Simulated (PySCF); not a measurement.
**Relaxation of singlet GaOBr**

Level of theory: PySCF, PBE0, basis Ga def2-TZVP, O def2-TZVP, Br def2-TZVP (no relativity, density fitting). A (50,194) grid was used.

A hand-made linear start, of C∞v symmetry, held to at least that symmetry:

```xyz
3
charge 0 multiplicity 1, angstrom
Ga    0.0000    0.0000   -0.9765
O     0.0000    0.0000   -2.7165
Br    0.0000    0.0000    1.4035
```

What forces act on the atoms at the start (eV/Å)?


```csv
atom,Fx,Fy,Fz
Ga1,0.00,0.00,-1.25
O2,0.00,0.00,2.98
Br3,0.00,0.00,-1.74
```

What does it relax to?

It ends at C∞v with Ga–Br 2.223 Å, Ga–O 1.645 Å; Br–Ga–O 180.0°. A frequency run shows a minimum. Other isomers or separated fragments may lie lower.

How much energy is released, and in how many steps?

29.8 kJ/mol in 4 steps.

The relaxation took 9.3 s on 4 threads of a shared Arm Neoverse V1 host, with 127 basis functions and 5 gradients; the process peaked at 0.64 GiB. Launch command: `OMP_NUM_THREADS=4 python axn.py task.json out`.
